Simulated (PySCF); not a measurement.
Species: C7H4O2.
Atom-mapped SMILES: `[CH:1]#[C:2][CH:3]1[C:4](=[O:5])[CH:6]=[CH:7][C:8]1=[O:9]` (hydrogens: H10 on C1; H11 on C3; H12 on C6; H13 on C7)

Computed, not measured: TDDFT B3LYP/def2-SVPD, vertical, gas phase, core orbitals frozen in the response (PySCF). Geometry: GFN2-xTB; no solvent, vibrations or thermal averaging.

Each state is given a Gaussian of 0.5 eV full width at half maximum, with ε(max) = 2.175×10⁸ f / Δν̃ (Δν̃ the width in cm⁻¹). The cross-section is σ = 3.8235×10⁻²¹ ε cm², given in Mb (10⁻¹⁸ cm²). The width is an assumption, not a result. The curve ends short of the highest state used, and states not computed would add to its high-energy end.

| E (eV) | σ (Mb) |
| --- | --- |
| 2.06 | 0.00 |
| 2.21 | 0.01 |
| 2.37 | 0.04 |
| 2.52 | 0.12 |
| 2.67 | 0.25 |
| 2.83 | 0.30 |
| 2.98 | 0.22 |
| 3.13 | 0.10 |
| 3.29 | 0.03 |
| 3.44 | 0.02 |
| 3.60 | 0.02 |
| 3.75 | 0.02 |
| 3.90 | 0.07 |
| 4.06 | 0.28 |
| 4.21 | 0.60 |
| 4.37 | 0.78 |
| 4.52 | 0.61 |
| 4.67 | 0.29 |
| 4.83 | 0.09 |
| 4.98 | 0.22 |
| 5.13 | 1.65 |
| 5.29 | 8.98 |
| 5.44 | 26.66 |
| 5.60 | 49.66 |

(1) Locate the maxima and give the states behind the curve.

(2) On this curve, what absorbance would a 10⁻³ mol/L sample give at 254 nm over a 1 cm path?

(3) Coming from long wavelengths, where does ε first pass 100 L mol⁻¹ cm⁻¹?

(4) Does any computed singlet lie in the visible range?

Answers

(1) 441 nm (2.81 eV), ε about 80, made up of S1 (100%); 284 nm (4.37 eV), ε about 210, made up of S4 (95%) (ε in L mol⁻¹ cm⁻¹; maxima over ε = 5, shares over 10%). At its high-energy end, 5.60 eV, the curve is still rising (ε about 13000, from S7). The states used: S1 2.81 eV (f 0.0015); S2 3.51 eV (f 0.0001); S3 4.28 eV (f 0.0002); S4 4.37 eV (f 0.0036); S5 4.86 eV (f 0.0000); S6 5.59 eV (f 0.013); S7 5.70 eV (f 0.255); S8 6.20 eV (f 0.021).

(2) 254 nm is 4.881 eV, where ε is about 23 L mol⁻¹ cm⁻¹, so A = ε c l ≈ 0.023 (Beer–Lambert, with the gas-phase spectrum and the assumed width).

(3) At about 301 nm (4.11 eV), 1.31 eV above S1.

(4) S1 lies in the visible range (380 to 750 nm), at 442 nm, f = 0.0015; light of that wavelength is blue, and its complementary colour is yellow; a Tamm–Dancoff triplet lies at 504 nm, without intensity as long as spin–orbit coupling is left out.
